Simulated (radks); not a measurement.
Question: These are the eigenvalues of the occupied orbitals of an atom or ion with whole-number occupations (eV). Calculated with a radial shooting solver on a logarithmic mesh with Libxc functionals: scalar-relativistic Kohn-Sham, r2SCAN, spin-unpolarised, spherical densities, finite nucleus; meta-GGA in the generalised Kohn-Sham scheme; Fermi nuclear charge, rms radius of each element as measured or else 0.836 A^(1/3) + 0.57 fm.

| orbital | eigenvalue |
|---|---|
| 1s | -90757.72 |
| 2s | -16364.31 |
| 2p | -14004.12 |
| 3s | -3988.500 |
| 3p | -3311.346 |
| 3d | -2628.741 |
| 4s | -945.2828 |
| 4p | -721.6850 |
| 4d | -464.8078 |
| 4f | -183.0362 |
| 5s | -179.9080 |
| 5p | -115.8252 |
| 5d | -42.7537 |
| 6s | -25.1467 |
| 6p | -13.0814 |

Which element is it, and in what charge state? The configuration may be excited.

Answer: Z = 83, bismuth, charge +1: Bi+ in [Xe] 4f13 5d10 6s2 6p3. The list shows which subshells hold electrons but not how many an open one holds; the 1s level, -3335.3 hartree, gives Z - s = 81.7 by -(Z - s)^2/2, which with screening and relativity narrows Z to a few neighbours, and the depths of the outer levels then fix element, charge and occupations together.
